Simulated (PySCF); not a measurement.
C6H11O (doublet state).
Cartesian coordinates in Å at the PBE0-D3(BJ)/def2-SVP level; atoms count from 1:
```
atom  x, y, z in Å
C1     0.724   -1.259   -0.645
C2    -0.668   -1.346   -0.108
C3    -1.481   -0.056   -0.261
C4    -1.150    1.018    0.774
O5     0.201    1.095    1.140
C6     1.129    1.148    0.089
C7     1.708   -0.233   -0.201
H8     1.114   -2.122   -1.193
H9    -1.194   -2.163   -0.626
H10   -0.652   -1.632    0.965
H11   -1.336    0.332   -1.283
H12   -2.558   -0.278   -0.175
H13   -1.515    2.002    0.411
H14   -1.686    0.807    1.713
H15    0.683    1.588   -0.822
H16    1.943    1.822    0.405
H17    2.521   -0.140   -0.942
H18    2.199   -0.570    0.737
```

Identity: `[CH]1CCCOCC1` [radical].

Level of theory: PySCF, UKS B3LYP, IGLO-III on C O, pcH-1 on H, non-relativistic, mean-field spin-orbit, GIAO. One conformer (not necessarily the lowest) at the PBE0-D3(BJ)/def2-SVP geometry, without solvent, vibrations or thermal averaging. Stability of the SCF solution: not tested.

Q: What is the g tensor, term by term?

A: 
| Δg (ppm) | 1 | 2 | 3 |
| --- | --- | --- | --- |
| relativistic mass correction | -138 | -138 | -138 |
| gauge correction | 11 | 29 | 34 |
| orbital Zeeman/spin–orbit | -82 | 444 | 648 |
| total | -209 | 335 | 544 |

So g = 2.00211, 2.00265, 2.00286 and g_iso = 2.00254; the tensor is rhombic: the two nearest values differ by 28 % of g3 − g1. Axes: g3 points within 10° of the C1–H8 bond.

Q: Average each term over the three axes. Which is largest in size?

A: The orbital-Zeeman/spin–orbit term 337, the mass correction -138 and the gauge correction 25 ppm, for a total of 223 ppm. The orbital-Zeeman/spin–orbit term is the largest in size. The mass correction is the same along every axis, so the anisotropy comes from the other two: their spans along these axes are 23 (gauge) and 730 ppm (orbital Zeeman/spin–orbit).

Q: At 9.373 GHz, how far is the centre of the isotropic spectrum from where a free electron (g = 2.002319) resonates?

A: B = hν/(g μB) with μB/h = 13.99624 MHz/mT gives 334.45 mT for the free electron and 334.41 mT at g_iso, 0.04 mT lower.

Q: What are the electron Larmor frequencies g μB B/h along the three axes at 340 mT?

A: 9.5275, 9.5301, 9.5311 GHz for g1, g2 and g3, a range of 3.6 MHz.

Q: In a frozen sample, at which fields do the three g values resonate at 9.5, 34, 94 and 263 GHz (hyperfine left aside), and which band first spreads them over more than twice a line width of 1.0 mT?

A: 
```csv
band,GHz,B(g3) mT,B(g2) mT,B(g1) mT,spread mT
X,9.5,338.89,338.93,339.02,0.13
Q,34.0,1212.87,1213.00,1213.33,0.46
W,94.0,3353.24,3353.59,3354.50,1.26
J,263.0,9381.94,9382.92,9385.47,3.53
```

The spread grows in proportion to the frequency. J band is the first where it exceeds 2.0 mT.

Largest spin populations (Mulliken): C1 (+1.04), C7 (-0.09), C2 (-0.09) and H18 (+0.07). C1 is the only atom above +0.15. The angles at C1 add up to 358.2°, so it is nearly planar; its axial dipolar tensor and the negative coupling of its proton fit spin in a p orbital normal to that plane.

The HOMO–LUMO gaps are 6.11 eV among the α and 5.55 eV among the β orbitals.
